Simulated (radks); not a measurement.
Q: Dipole-allowed excitations along the series with 11 electrons in [Ne] 3s1. All-electron calculation, non-relativistic Kohn-Sham, exchange-only LDA, spin-polarised, spherical densities, point nucleus; open shells are filled with parallel spins first. Program: a radial shooting solver on a logarithmic mesh with Libxc functionals. Time-dependent linear response with the Hartree and adiabatic exchange-only LDA kernel, continuum included through the Sternheimer equations. Lines are the poles of the dipole polarisability below minus the highest occupied eigenvalue, found on a grid refined at the orbital gaps; the lowest seven at most are given, and weak or close lines can be missed. The first line takes the name of the lowest orbital gap if no other gap lies below it; otherwise a line is named after a gap within 0.6 % of it, if that gap stands alone.

| species | -e(HOMO) (eV) | lowest orbital gap (eV) | first line (eV) | f | static alpha (bohr^3) |
|---|---|---|---|---|---|
| Cr13+ | 368.75 | 3s-3p 28.496 | 30.511 (3s-3p) | 0.376 | 0.3145 |
| Mn14+ | 418.46 | 3s-3p 30.459 | 32.606 (3s-3p) | 0.359 | 0.2622 |
| Fe15+ | 471.21 | 3s-3p 32.419 | 34.698 (3s-3p) | 0.343 | 0.2210 |
| Co16+ | 526.99 | 3s-3p 34.378 | 36.788 (3s-3p) | 0.328 | 0.1880 |
| Ni17+ | 585.80 | 3s-3p 36.335 | 38.875 (3s-3p) | 0.315 | 0.1613 |

Estimate the first line of Cu18+, its oscillator strength and the static polarisability.

A: 40.962 eV (3s-3p), f = 0.302, alpha = 0.1395 bohr^3.
